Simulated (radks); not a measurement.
Values are calculated unless marked as measured or tabulated.
All-electron atom: the krypton ion Kr3+ in [Ar] 3d9 4s1 4p5 (not the ground configuration). Code: a radial shooting solver on a logarithmic mesh with Libxc functionals. Model: Dirac Kohn-Sham, BLYP, spin-unpolarised, spherical densities, finite nucleus; open shells are shared between the two j in proportion to 2j + 1; Fermi nuclear charge, rms radius 4.1884 fm.

Unscreened Slater integrals over Kohn-Sham orbitals (cm^-1). Large and small components are both included.

| integral | value |
|---|---|
| F0(4p3/2,4p3/2) | 123390 |
| F2(4p3/2,4p3/2) | 65267 |
| F0(4p3/2,4p1/2) | 124400 |
| G2(4p3/2,4p1/2) | 65727 |
| F0(4p3/2,4s1/2) | 130650 |
| G1(4p3/2,4s1/2) | 88068 |
| F0(4p3/2,3d5/2) | 159520 |
| F2(4p3/2,3d5/2) | 35997 |
| G1(4p3/2,3d5/2) | 11964 |
| G3(4p3/2,3d5/2) | 11315 |
| F0(4p1/2,4p1/2) | 125430 |
| F0(4p1/2,4s1/2) | 131900 |
| G1(4p1/2,4s1/2) | 89581 |
| F0(4p1/2,3d5/2) | 161900 |
| G3(4p1/2,3d5/2) | 11734 |
| F0(4s1/2,4s1/2) | 139650 |
| F0(4s1/2,3d5/2) | 177340 |
| G2(4s1/2,3d5/2) | 15487 |
| F0(3d5/2,3d5/2) | 371950 |
| F2(3d5/2,3d5/2) | 180250 |
| F4(3d5/2,3d5/2) | 113860 |
